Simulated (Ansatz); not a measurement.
As2Se. Charge 0, multiplicity 1. Geometry PBE0-D4/def2-TZVP; atoms count from 1.

```tsv
atom	x (Å)	y (Å)	z (Å)
As1	-0.0076	-0.0162	0.0005
As2	-0.8984	-1.9135	0.0595
Se3	0.9060	1.9296	-0.0600
```

The restricted singlet is unstable towards broken spin symmetry in Hartree–Fock (as tested in another run); at PBE0-D4/def2-TZVP this wasn't settled. Another isomer (singlet) lies 0.80 eV lower at PBE0-D4/def2-TZVP; other spin states weren't run for this one.

(1) Estimate the Mulliken populations from the PBE0/def2-TZVP orbitals of Ansatz.

(2) And the Mayer bond orders between bonded heavy atoms (over 0.3)?

## Answers

(1) 
```json
{"atom": "As1", "charge (e)": "0.24"}
{"atom": "As2", "charge (e)": "-0.03"}
{"atom": "Se3", "charge (e)": "-0.21"}
```
Mulliken values and Mayer orders depend strongly on the basis.

(2) As1–As2 2.37 (2.10 Å); As1–Se3 1.66 (2.15 Å). Values over 0.3 also appear between atoms too far apart for a bond (As2–Se3 0.51 at 4.25 Å); they arise where an orbital or an unpaired electron spreads over both atoms.
